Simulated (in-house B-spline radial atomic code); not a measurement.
**W XIII (W12+): [Kr] 4d10 4f13 5s1 5p2 (with a hole in an inner shell)**

All numbers are computed (Dirac-Hartree-Fock, average of configuration; Fermi nucleus of rms radius 5.3658 fm) with a B-spline radial code for spherical atoms, not measured.

Effective charges: Z_r = [3n² - l(l+1)]/(2<r>) from the radius, Z_e = n√(-2ε) from the energy, and Slater's rules. Values are occupation-weighted means over j. An effective charge above Z reflects the relativistic contraction of the inner shells.

| shell | electrons | ε (eV) | <r> (bohr) | Z_r | Z_e | Slater |
| --- | --- | --- | --- | --- | --- | --- |
| 1s | 2 | -70201 | 0.01835 | 81.76 | 71.83 | 73.70 |
| 2s | 2 | -12443 | 0.07689 | 78.03 | 60.48 | 69.85 |
| 2p | 6 | -10980 | 0.069 | 72.46 | 56.82 | 69.85 |
| 3s | 2 | -3102.1 | 0.2001 | 67.48 | 45.30 | 62.75 |
| 3p | 6 | -2655.5 | 0.2001 | 62.48 | 41.91 | 62.75 |
| 3d | 10 | -2106 | 0.1824 | 57.58 | 37.32 | 52.85 |
| 4s | 2 | -849.18 | 0.449 | 53.45 | 31.60 | 46.25 |
| 4p | 6 | -698.27 | 0.4746 | 48.46 | 28.66 | 46.25 |
| 4d | 10 | -495.45 | 0.5055 | 41.55 | 24.14 | 34.85 |
| 5s | 1 | -289.59 | 0.9818 | 38.19 | 23.07 | 18.95 |
| 4f | 13 | -271.9 | 0.5558 | 32.38 | 17.88 | 23.80 |
| 5p | 2 | -244.4 | 1.078 | 33.86 | 21.19 | 18.95 |

The least bound orbital is 5p3/2 at -239.7 eV, and it is also the most diffuse (<r> = 1.098 bohr).

Spin-orbit splittings of the orbital energies (j = l + 1/2 above j = l - 1/2 when positive): 2p 1356 eV, 3p 297.8 eV, 3d 64.1 eV, 4p 70.21 eV, 4d 13.23 eV, 4f 2.499 eV, 5p 14.01 eV.

For the 1s electron the small component carries 7.79 % of the norm, the zero-frequency Breit interaction raises the level by 243.1 eV, self-energy by 152 eV, and vacuum polarisation lowers it by 28.76 eV.
